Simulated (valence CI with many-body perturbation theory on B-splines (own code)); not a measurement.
The numbers below are computed, except where a source is named.
## Ladder of approximations for La⁴²⁺

Level of theory: relativistic CI+MBPT: five valence electrons over a frozen Dirac-Fock core [Ne], radial functions for each j: 9 s, 9 p, 8 d, 6 f, 3 g, 1 h, with the one-electron correlation potential Σ1 (screened to all orders), the two-electron term Σ2, the three-electron term Σ3, Breit, model QED; selected single and double excitations, second order for the rest (own B-spline code, finite nucleus).

The last digits are not significant, and no measured levels were compared; by estimate large intervals hold to a few tenths of a per cent, small ones and those within an open d or f shell to about a per cent. Among the levels kept, up to 630 cm⁻¹ of a level comes from second order outside the variational space, and about a tenth of that is noise between levels of different J, which matters for small intervals.

Each rung adds one term. CI alone is the Dirac-Coulomb CI over the frozen core; QED comes last and gives the full result, which names the levels. Energies are above (3s^2 3p1/2^2 3p3/2) J=3/2 on the same rung, in cm⁻¹.

Levels are named by their leading jj configuration (3d3/2^4 stands for four electrons in 3d with j = 3/2), which in mixed levels can hold well under half, so a name can repeat and another be missing. Letters in brackets count levels of one name in rising energy.

```tsv
Level	CI alone	Σ1	Σ2	Σ3	Breit	QED	Full
(3s^2 3p1/2 3p3/2^2) J=3/2	761725	+748	+840	+199	-11040	+1366	753838
(3s^2 3p1/2 3p3/2^2) J=5/2	834881	+758	+550	+3	-13099	+1361	824455
(3s^2 3p1/2 3p3/2^2) J=1/2	920309	+762	+269	-248	-10697	+1329	911724
(3s^2 3p1/2^2 3d3/2) J=3/2	1326810	-1601	-2001	-754	-3821	-2133	1316500
(3s^2 3p1/2^2 3d5/2) J=5/2	1555280	-948	-1713	-372	-9258	-3596	1539400
(3s^2 3p3/2^3) J=3/2	1693020	+1500	+1217	-82	-22491	+2600	1675760
(3s 3p1/2^2 3p3/2^2) J=5/2	1737550	-981	-1422	+157	-4274	-9102	1721920
(3s 3p1/2^2 3p3/2^2) J=1/2	1880840	-959	-847	+555	-1410	-10822	1867360
(3s 3p1/2^2 3p3/2^2) J=3/2	1887660	-960	-1712	+536	-3847	-9252	1872420
(3s^2 3p1/2 3p3/2 3d3/2) J=5/2 [a]	2084640	-855	-1393	-445	-17009	-551	2064390
(3s^2 3p1/2 3p3/2 3d3/2) J=3/2 [a]	2093930	-860	-1536	-441	-15251	-1214	2074630
(3s^2 3p1/2 3p3/2 3d3/2) J=1/2 [a]	2096340	-852	-1201	-452	-14474	-742	2078620
(3s^2 3p1/2 3p3/2 3d3/2) J=7/2	2155860	-812	-1306	-734	-19520	-541	2132950
(3s^2 3p1/2 3p3/2 3d5/2) J=7/2 [a]	2280850	-181	-1216	-526	-22357	-50	2256520
(3s^2 3p1/2 3p3/2 3d5/2) J=3/2 [a]	2293980	-205	-705	-3	-19689	-2230	2271150
(3s^2 3p1/2 3p3/2 3d3/2) J=5/2 [b]	2319110	-556	-3979	-1318	-18885	-831	2293540
(3s^2 3p1/2 3p3/2 3d5/2) J=5/2 [a]	2346790	-430	-2455	-752	-20090	-1620	2321440
(3s^2 3p1/2 3p3/2 3d5/2) J=9/2	2359480	-161	-1189	-892	-26192	-42	2331000
(3s^2 3p1/2 3p3/2 3d3/2) J=3/2 [b]	2369610	-873	-6788	-1641	-13317	-2797	2344190
(3s^2 3p1/2 3p3/2 3d3/2) J=1/2 [b]	2369230	-842	-5335	-1526	-13500	-1931	2346090
(3s^2 3p1/2 3p3/2 3d5/2) J=7/2 [b]	2497910	-219	-3307	-1559	-24677	-62	2468080
(3s^2 3p1/2 3p3/2 3d5/2) J=5/2 [b]	2513250	-305	-5009	-1873	-20651	-735	2484680
(3s^2 3p1/2 3p3/2 3d5/2) J=3/2 [b]	2528990	-206	-2141	-1370	-19659	-1900	2503720
(3s^2 3p1/2 3p3/2 3d5/2) J=1/2	2543690	-193	-3104	-1375	-19559	-1691	2517770
(3s 3p1/2 3p3/2^3) J=3/2 [a]	2614030	-262	-2391	-547	-15463	-6265	2589110
(3s 3p1/2 3p3/2^3) J=5/2	2687230	-234	-2285	-85	-16493	-7725	2660410
(3s 3p1/2 3p3/2^3) J=3/2 [b]	2810620	-246	-3743	-48	-14903	-8224	2783450
(3s 3p1/2 3p3/2^3) J=1/2	2810510	-270	-4069	-554	-14457	-7594	2783570
(3s 3p1/2^2 3p3/2 3d3/2) J=5/2 [a]	2996320	-2592	-1684	+68	-5732	-13826	2972550
(3s 3p1/2^2 3p3/2 3d3/2) J=3/2 [a]	3007750	-2601	-1800	+32	-4588	-13854	2984940
(3s 3p1/2^2 3p3/2 3d3/2) J=1/2 [a]	3012820	-2590	-1456	+32	-3385	-13965	2991460
```

The middle columns are the shifts that each term adds.

Q: How does the ionisation energy move along the ladder, and which term matters most?

A: CI alone 3226.1, + Σ1 3227.0, + Σ2 3227.1, + Σ3 3226.7, + Breit 3224.6, + QED 3224.5 eV. The largest step is Breit, -2.1 eV. NIST lists 3222 ± 4 eV (theoretical).
